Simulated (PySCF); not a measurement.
C₅H₆O₂, SMILES C1=COC=COC1. Atoms are numbered in the order given.

```xyz
13

C     -1.5309     0.1238    -0.0585
C     -0.8963     1.2934    -0.2204
O      0.4270     1.5468    -0.3284
C      1.4049     0.6081    -0.1602
C      1.3448    -0.6724     0.2448
O      0.2978    -1.4466     0.6030
C     -0.9650    -1.2641    -0.0237
H     -2.6215     0.1879    -0.0101
H     -1.4559     2.2293    -0.2887
H      2.3830     1.0331    -0.3874
H      2.2982    -1.2018     0.3332
H     -1.6537    -1.9261     0.5214
H     -0.8933    -1.6568    -1.0569
```
Charge 0, spin multiplicity 1.

The structure is a stationary point at B3LYP-D3(BJ)/def2-SVP. The values are those of a single conformer.

Computed with B3LYP-D3(BJ)/def2-SVP (PySCF 2.14.0).

No scaling factor is applied to the harmonic values.

Q: List the normal modes with their intensities. (Estimate from the structure and the level; the computed values follow.)

A: 
```tsv
mode	ν (cm⁻¹)	IR (km/mol)	moving atoms (share of kinetic energy)
1	112	1.5	C 40 %, H 36 %, O 24 %
2	143	7.6	O 49 %, C 29 %, H 22 %
3	382	1.8	C 47 %, O 46 %
4	403	9.6	C 58 %, H 24 %, O 17 %
5	483	7.5	C 67 %, H 19 %, O 14 %
6	547	3.9	C 66 %, O 20 %, H 14 %
7	719	11.6	H 75 %, C 21 %
8	763	35.8	H 63 %, C 29 %, O 9 %
9	797	6.5	C 44 %, O 31 %, H 25 %
10	865	34.5	C 50 %, O 30 %, H 20 %
11	904	2.7	H 71 %, C 27 %
12	906	34.8	C 61 %, O 21 %, H 19 %
13	950	1.1	H 69 %, C 28 %
14	964	3.8	C 52 %, H 34 %, O 15 %
15	974	11.3	C 67 %, H 23 %, O 10 %
16	1030	8.9	H 47 %, C 46 %
17	1169	89.1	H 55 %, C 27 %, O 18 %
18	1187	64.4	C 44 %, O 31 %, H 25 %
19	1272	0.6	H 88 %, C 9 %
20	1306	19.0	H 70 %, C 20 %, O 10 %
21	1375	6.4	H 85 %, C 8 %
22	1399	123.7	H 63 %, O 28 %, C 9 %
23	1422	31.9	H 60 %, C 36 %
24	1438	17.7	H 70 %, C 26 %
25	1471	9.4	H 87 %, C 11 %
26	1733	19.5	C 91 %
27	1758	182.3	C 91 %
28	2998	38.2	H 93 %
29	3103	23.5	H 91 %, C 9 %
30	3177	1.2	H 92 %
31	3182	5.7	H 92 %, C 8 %
32	3206	12.9	H 91 %, C 9 %
33	3228	8.0	H 91 %, C 9 %
```
